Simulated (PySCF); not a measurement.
**Br⁺: excitation energy**

Br⁺ [Ar] 3d10 4s2 4p4 (3P) → Br⁺ [Ar] 3d10 4s2 4p3 5s1, s spin flipped, as a difference of total energies. All numbers are calculated (PySCF 2.14, scalar relativity through the core potential, in aug-cc-pwCVTZ-PP with ECP10MDF). Correlated levels: valence: 3s2 3p6 3d10 frozen; valence and next inner shell: nothing frozen outside the core potential. The calculations carry no spin-orbit coupling.

```
                                method  excitation energy (eV)
                                   UHF                  11.252
                                   LDA                  11.769
                                   PBE                  11.728
                                  PBE0                  11.836
                                r2SCAN                  11.860
                                  MN15                  12.035
                                  PW91                  11.776
                                 TPSSh                  11.919
                               LC-wPBE                  12.044
                         MP2 (valence)                  11.581
                     SCS-MP2 (valence)                  11.651
    MP2 (valence and next inner shell)                  11.621
SCS-MP2 (valence and next inner shell)                  11.671
```

Question: How much does correlation contribute at MP2 (valence and next inner shell)?

Answer: 11.621 − (11.252) = 0.369 eV, measured against UHF.

The upper determinant mixes two multiplicities, so it lies between the two terms.

The promoted electron is Rydberg-like, and one or two diffuse shells describe it only roughly, which tends to raise the upper state.
